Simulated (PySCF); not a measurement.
Electron correlation in Zr⁺ (zirconium, charge +1)

[Kr] 4d1 5s2, 2D determinant (an excited configuration). Calculation: PySCF 2.14, in aug-cc-pVTZ-PP with ECP28MDF (6s6p5d3f2g, 88 functions); a scalar-relativistic core potential. Frozen: 4s2 4p6; 3 electrons correlated.

MP2 pair energies summed by pair of shells (mhartree):

```csv
pair,energy,share (%)
5s-5s,-21.61,60.3
4d-5s,-14.20,39.7
```

Total MP2 correlation energy: -35.82 mhartree.

Same-spin part -4.40 and opposite-spin part -31.42 mhartree; SCS-MP2 scales them by 1/3 and 6/5 to -39.17 mhartree.
